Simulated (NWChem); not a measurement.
C5H5F; SMILES FC1=CCC=C1

```xyz
11

F      0.0245    -2.0645     0.0000
C     -0.0347    -0.7412     0.0000
C     -1.1474     0.0172     0.0000
C     -0.7043     1.4449     0.0000
C      0.7921     1.3694     0.0000
C      1.1738     0.0763     0.0000
H     -2.1779    -0.3340     0.0000
H     -1.0776     1.9994     0.8815
H     -1.0776     1.9994    -0.8815
H      1.4476     2.2411     0.0000
H      2.1880    -0.3247     0.0000
```
Atoms are numbered in this order, from 1.

Results from NWChem. Pople sets run with spherical d functions. All runs use the structure optimised with PBE0/def2-SVP.

For level B3LYP/6-311++G**:

| Property | Result |
|---|---|
| highest occupied level (eV) | -6.33 |
| dipole (D) | 2.03 |

What are these values for level B3LYP/6-311G**?

highest occupied level (eV): -6.18
dipole (D): 1.80
